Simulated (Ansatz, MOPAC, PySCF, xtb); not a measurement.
Complex: HF (SMILES F) (first 2 atoms) with C2H2 (SMILES C#C); geometry from B3LYP-D3(BJ)/def2-TZVP, rigid monomers moved along the line of their centres of mass till H2···C3 is 3.92 Å.
(charge 0, multiplicity 1):
```xyz
6

F     -0.03246    -0.01162     0.34874
H     -0.01823    -0.00445     1.28329
C      0.28095    -0.52321     5.15672
C     -0.20427     0.57237     5.15573
H      0.71190    -1.49585     5.16563
H     -0.63502     1.54512     5.16291
```

Interaction energies are E(AB) − E(A) − E(B) at the monomers' geometry in the complex; basis-set methods are counterpoise corrected. Rows marked so take none.

Frozen-core correlation. Rows in 6-31G*, STO-3G carry no dispersion term and start afresh at each structure (6-31G* with six Cartesian d functions). The state that AM1, PM3, PM6 reach isn't checked.

Run with Ansatz (Gaussian orbitals); MOPAC for AM1, PM3, PM6 (differences of heats of formation); PySCF for 6-31G* rows, STO-3G rows, the dispersion terms; xtb for the GFN methods. Each number belongs to the level named beside it.

```csv
level,interaction energy (kcal/mol)
AM1,-0.25
PM3,-0.22
PM6,-0.23
GFN1-xTB,-0.19
HF/STO-3G (no counterpoise),-0.30
r2SCAN/def2-TZVPPD,-0.90
r2SCAN-D4/def2-TZVPPD,…
B3LYP/6-31G* (no counterpoise),-0.89
SCS-MP2/aug-cc-pVTZ,-0.87
```

Question: Some entries are withheld; supply them.

Answer: 
- r2SCAN-D4/def2-TZVPPD, interaction energy (kcal/mol): -0.96

Ansatz is a quantum-chemistry and plane-wave program.
